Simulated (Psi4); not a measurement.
H₂Cl₂Si (SMILES Cl[SiH2]Cl), singlet (typed; the unrestricted solution is spin-contaminated), at a GFN2-xTB geometry, with bond 3-1 at 3.0 times its length; HF/def2-SVP in Psi4.

Psi4 was given this input:
```
memory 2 GB

molecule mol {
0 1
Si   -0.029365   -0.753806    0.033461
Cl    1.656056    0.340302    0.026833
Cl   -4.815424    2.900037   -0.254545
H    -0.091646   -1.506331    1.276959
H    -0.029986   -1.615946   -1.138365
}

set {
  basis def2-svp
  reference uhf
  stability_analysis follow
  scf_type pk
}

energy('scf')
print_variables()
```

Q: Predict the main parts of the log of this Psi4 run.

A: 
```
   => Loading Basis Set <=

    Name: DEF2-SVP
    Role: ORBITAL
    Keyword: BASIS

         ---------------------------------------------------------
                                   SCF
               by Justin Turney, Rob Parrish, Andy Simmonett
                          and Daniel G. A. Smith
                              UHF Reference
         ---------------------------------------------------------

  ==> Geometry <==

    Molecular point group: c1
    Full point group: C1

    Geometry (in Angstrom), charge = 0, multiplicity = 1:

       Center              X                  Y                   Z               Mass
    ------------   -----------------  -----------------  -----------------  -----------------
         SI           1.085648369254    -1.645177978337     0.102379177807    27.976926534650
         CL           2.771069369254    -0.551069978337     0.095751177807    34.968852682000
         CL          -3.700410630746     2.008665021663    -0.185626822193    34.968852682000
         H            1.023367369254    -2.397702978337     1.345877177807     1.007825032230
         H            1.085027369254    -2.507317978337    -1.069446822193     1.007825032230

  Running in c1 symmetry.

  Rotational constants: A =      0.29925  B =      0.01732  C =      0.01646 [cm^-1]
  Rotational constants: A =   8971.14126  B =    519.11549  C =    493.54520 [MHz]
  Nuclear repulsion =  124.990446620111427

  Charge       = 0
  Multiplicity = 1
  Electrons    = 50
  Nalpha       = 25
  Nbeta        = 25

  ==> Algorithm <==

  SCF Algorithm Type is PK.
  DIIS enabled.
  MOM disabled.
  Fractional occupation disabled.
  Guess Type is SAD.
  Energy threshold   = 1.00e-06
  Density threshold  = 1.00e-06
  Integral threshold = 1.00e-12

  ==> Primary Basis <==

  Basis Set: DEF2-SVP
    Blend: DEF2-SVP
    Number of shells: 30
    Number of basis functions: 64
    Number of Cartesian functions: 67
    Spherical Harmonics?: true
    Max angular momentum: 2

  ==> Integral Setup <==

  Using in-core PK algorithm.
   Calculation information:
      Number of atoms:                   5
      Number of AO shells:              30
      Number of primitives:             64
      Number of atomic orbitals:        67
      Number of basis functions:        64

      Integral cutoff                 1.00e-12
      Number of threads:                 1

  Performing in-core PK
  Using 4328480 doubles for integral storage.
  We computed 58868 shell quartets total.
  Whereas there are 108345 unique shell quartets.

  ==> DiskJK: Disk-Based J/K Matrices <==

    J tasked:                  Yes
    K tasked:                  Yes
    wK tasked:                  No
    Schwarz Cutoff:          1E-12

  Minimum eigenvalue in the overlap matrix is 1.8653434036E-02.
  Reciprocal condition number of the overlap matrix is 4.9925482992E-03.
    Using symmetric orthogonalization.

  ==> Pre-Iterations <==

  SCF Guess: Superposition of Atomic Densities via on-the-fly atomic UHF (no occupation information).

   -------------------------
    Irrep   Nso     Nmo
   -------------------------
     A         64      64
   -------------------------
    Total      64      64
   -------------------------

  ==> Iterations <==

                        Total Energy        Delta E     RMS |[F,P]|

   @UHF iter SAD: -1207.96092813758173   -1.20796e+03   0.00000e+00
   @UHF iter   1: -1208.43177228282070   -4.70844e-01   5.38518e-03 ADIIS/DIIS
   @UHF iter   2: -1207.97389959277643    4.57873e-01   9.68489e-03 ADIIS/DIIS
   @UHF iter   3: -1208.49008682625981   -5.16187e-01   2.78578e-03 ADIIS/DIIS
   @UHF iter   4: -1208.50473911594167   -1.46523e-02   1.47955e-03 ADIIS/DIIS
   @UHF iter   5: -1208.51068954057132   -5.95042e-03   6.23505e-04 ADIIS/DIIS
   @UHF iter   6: -1208.52766918769930   -1.69796e-02   1.70742e-03 ADIIS/DIIS
   @UHF iter   7: -1208.52782506234144   -1.55875e-04   1.66102e-03 ADIIS/DIIS
   @UHF iter   8: -1208.53076616414273   -2.94110e-03   1.34598e-03 ADIIS/DIIS
   @UHF iter   9: -1208.53124837271002   -4.82209e-04   1.28657e-03 ADIIS/DIIS
   @UHF iter  10: -1208.53040167455720    8.46698e-04   1.39787e-03 ADIIS/DIIS
   @UHF iter  11: -1208.52753471524329    2.86696e-03   1.71528e-03 ADIIS/DIIS
   @UHF iter  12: -1208.53442143744473   -6.88672e-03   4.89580e-04 ADIIS/DIIS
   @UHF iter  13: -1208.53503368646511   -6.12249e-04   2.23907e-04 ADIIS/DIIS
   @UHF iter  14: -1208.53516380013434   -1.30114e-04   1.03751e-04 ADIIS/DIIS
   @UHF iter  15: -1208.53517103105082   -7.23092e-06   5.82108e-05 DIIS
   @UHF iter  16: -1208.53520311786724   -3.20868e-05   8.96500e-05 DIIS
   @UHF iter  17: -1208.53532251992397   -1.19402e-04   4.36958e-05 DIIS
   @UHF iter  18: -1208.53536334091336   -4.08210e-05   1.04841e-04 ADIIS/DIIS
   @UHF iter  19: -1208.53539645454475   -3.31136e-05   7.99639e-05 DIIS
   @UHF iter  20: -1208.53541745809298   -2.10035e-05   1.10982e-04 ADIIS/DIIS
   @UHF iter  21: -1208.53537533556846    4.21225e-05   1.39847e-04 ADIIS/DIIS
   @UHF iter  22: -1208.53524909595012    1.26240e-04   2.09347e-04 ADIIS/DIIS
   @UHF iter  23: -1208.53507278817710    1.76308e-04   2.70215e-04 ADIIS/DIIS
   @UHF iter  24: -1208.53506771957245    5.06860e-06   2.71667e-04 ADIIS/DIIS
   @UHF iter  25: -1208.53483422372074    2.33496e-04   3.36322e-04 ADIIS/DIIS
   @UHF iter  26: -1208.53484096910370   -6.74538e-06   3.34551e-04 ADIIS/DIIS
   @UHF iter  27: -1208.53507415250374   -2.33183e-04   2.71369e-04 ADIIS/DIIS
   @UHF iter  28: -1208.53515036657109   -7.62141e-05   2.48961e-04 ADIIS/DIIS
   @UHF iter  29: -1208.53523348145154   -8.31149e-05   2.19876e-04 ADIIS/DIIS
   @UHF iter  30: -1208.53552606926610   -2.92588e-04   7.02066e-06 DIIS
   @UHF iter  31: -1208.53552285038836    3.21888e-06   4.28985e-05 DIIS
   @UHF iter  32: -1208.53553383204053   -1.09817e-05   1.90897e-05 DIIS
   @UHF iter  33: -1208.53553618614296   -2.35410e-06   1.66736e-06 DIIS
   @UHF iter  34: -1208.53553617795455    8.18841e-09   2.13769e-06 DIIS
   @UHF iter  35: -1208.53553620668572   -2.87312e-08   1.43634e-07 DIIS
  Energy and wave function converged.

    Negative totally symmetric eigenvalue detected: -0.247255
    Wavefunction unstable!
    Lowest UHF->UHF stability eigenvalues:
       A -0.247255

    Rotating orbitals by 0.5 * pi / 2 radians along unstable eigenvector.
    Running SCF again with the rotated orbitals.
   @UHF iter  36: -1208.46223429644101   -1.20846e+03   5.86780e-03 ADIIS/DIIS
   @UHF iter  37: -1208.66424235234672   -2.02008e-01   2.13504e-03 ADIIS/DIIS
   @UHF iter  38: -1208.67785686512684   -1.36145e-02   3.68262e-04 ADIIS/DIIS
   @UHF iter  39: -1208.67860863029728   -7.51765e-04   1.08641e-04 ADIIS/DIIS
   @UHF iter  40: -1208.67867114731234   -6.25170e-05   4.43693e-05 DIIS
   @UHF iter  41: -1208.67868732077841   -1.61735e-05   1.67516e-05 DIIS
   @UHF iter  42: -1208.67868996443030   -2.64365e-06   4.76421e-06 DIIS
   @UHF iter  43: -1208.67869019421551   -2.29785e-07   1.78492e-06 DIIS
   @UHF iter  44: -1208.67869022844434   -3.42288e-08   8.68761e-07 DIIS
    Negative totally symmetric eigenvalue detected: -0.000073
    Wavefunction unstable!
    Lowest UHF->UHF stability eigenvalues:
       A -0.000073

    Rotating orbitals by 0.5 * pi / 2 radians along unstable eigenvector.
    There's still a negative eigenvalue. Try modifying FOLLOW_STEP_SCALE
    or increasing MAX_ATTEMPTS (not available for PK integrals).

  ==> Post-Iterations <==

   @Spin Contamination Metric:   1.047718712E+00
   @S^2 Expected:                0.000000000E+00
   @S^2 Observed:                1.047718712E+00
   @S   Expected:                0.000000000E+00
   @S   Observed:                0.000000000E+00

    Orbital Energies [Eh]
    ---------------------

    Alpha Occupied:

[...]
      25A     -0.340402

    Alpha Virtual:

[...]
    Beta Occupied:

[...]
      25A     -0.449840

    Beta Virtual:

[...]
    Final Occupation by Irrep:
              A
    DOCC [    25 ]
    SOCC [     0 ]
    NA   [    25 ]
    NB   [    25 ]

  @UHF Final Energy: -1208.67869022844434

   => Energetics <=

    Nuclear Repulsion Energy =            124.9904466201114275
    One-Electron Energy =               -1921.0632131665406632
    Two-Electron Energy =                 587.3940763179848545
    Total Energy =                      -1208.6786902284443386

  UHF NO Occupations:
  HONO-2 :   23  A 1.9987626
  HONO-1 :   24  A 1.9973174
  HONO-0 :   25  A 1.0052554
  LUNO+0 :   26  A 0.9947446
  LUNO+1 :   27  A 0.0026826
  LUNO+2 :   28  A 0.0012374
  LUNO+3 :   29  A 0.0001673

Computation Completed

Properties will be evaluated at   0.000000,   0.000000,   0.000000 [a0]

Properties computed using the SCF density matrix

 Multipole Moments:

 ------------------------------------------------------------------------------------
     Multipole            Electronic (a.u.)      Nuclear  (a.u.)        Total (a.u.)
 ------------------------------------------------------------------------------------

 L = 1.  Multiply by 2.5417464519 to convert [e a0] to [Debye]
 Dipole X            :         -3.3179381            2.8509740           -0.4669641
 Dipole Y            :          5.6983874           -5.9685052           -0.2701178
 Dipole Z            :         -0.3433137            0.3436522            0.0003385
 Magnitude           :                                                    0.5394620

 ------------------------------------------------------------------------------------

  Variable Map:
  ----------------------------------------------------------------------------
[...]
  Array Variable Map:
  ----------------------------------------------------------------------------
[...]
[...]
```

Convergence was not reached.
